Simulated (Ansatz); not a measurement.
C5H8O (SMILES CO[C@@H]1C=CC1), singlet, at a GFN2-xTB geometry. Base run: MP2/def2-SVPD in Ansatz (an electronic-structure program).

Ansatz was given this input:
Ansatz 0.2 input:
```yaml
crystal:
  periodic: [false, false, false]
  atoms:
    - {symbol: C, position_ang: [2.24865803, 0.08435886, 0.14681342]}
    - {symbol: O, position_ang: [1.02774997, 0.74666596, -0.06574294]}
    - {symbol: C, position_ang: [-0.07682896, 0.06603900, 0.46778992]}
    - {symbol: C, position_ang: [-0.60087551, -1.15318006, -0.26718700]}
    - {symbol: C, position_ang: [-1.77342380, -0.58924277, -0.53524635]}
    - {symbol: C, position_ang: [-1.43363092, 0.72708428, 0.10623996]}
    - {symbol: H, position_ang: [2.43335920, -0.07164673, 1.21765307]}
    - {symbol: H, position_ang: [3.02409845, 0.72740924, -0.26490038]}
    - {symbol: H, position_ang: [2.27536103, -0.88651963, -0.36027201]}
    - {symbol: H, position_ang: [0.06530475, -0.10334660, 1.54732910]}
    - {symbol: H, position_ang: [-0.16284579, -2.11324637, -0.46970765]}
    - {symbol: H, position_ang: [-2.67200608, -0.92397784, -1.02122869]}
    - {symbol: H, position_ang: [-2.04986332, 1.02909980, 0.95124581]}
    - {symbol: H, position_ang: [-1.31880108, 1.55854467, -0.58463524]}
basis:
  gaussian:
    orbitals: def2-SVPD
magnetization: {spin_polarized: false}
correlation: {method: mp2}
```

All variants below ran on the same shared machine, one core each. Differences are taken from the largest basis of the diffuse def2 family in the series, which isn't the basis-set limit (def2-TZVPPD: -1.064025 Eh). The cheapest run took around 8 core-seconds (rough).

```tsv
setting	basis functions	cost, times the cheapest (rough)	difference in MP2 correlation energy (mEh)
def2-SVPD	187	1	166.5
def2-TZVPD	297	3	20.3
def2-TZVPPD	361	5	reference
```

Times come from a shared machine, hold the start-up and are rough. Total energies converge more slowly with the basis than energy differences do.
